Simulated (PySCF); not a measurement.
Input file for PySCF: R-M06-2X/6-31G* on FGeH3O (SMILES [OH][GeH2][F]), a point of a torsion scan.

```python
from pyscf import gto, scf, dft, mp
from pyscf.data.elements import chemcore

mol = gto.M(
    atom='''
    O     1.22747424   -0.08876525   -0.46103109
    Ge   -0.41255511   -0.16050248    0.02686811
    F    -1.04529733    1.43290456   -0.27508395
    H     1.92179659    0.16111577    0.14490973
    H    -0.61125000   -0.35603248    1.49801793
    H    -1.09060559   -1.03280855   -0.96548157
    ''',
    basis='6-31g*',
    cart=True,
    charge=0, spin=0, verbose=3, max_memory=1800)
mf = dft.RKS(mol, xc='m062x')
mf.conv_tol = 1e-8
mf.max_cycle = 100
mf.kernel()
if not mf.converged:
    mf = mf.newton().run(mf.mo_coeff, mf.mo_occ)
```

Task: Give the final energy of this run.

Result: -2253.5580 hartree.
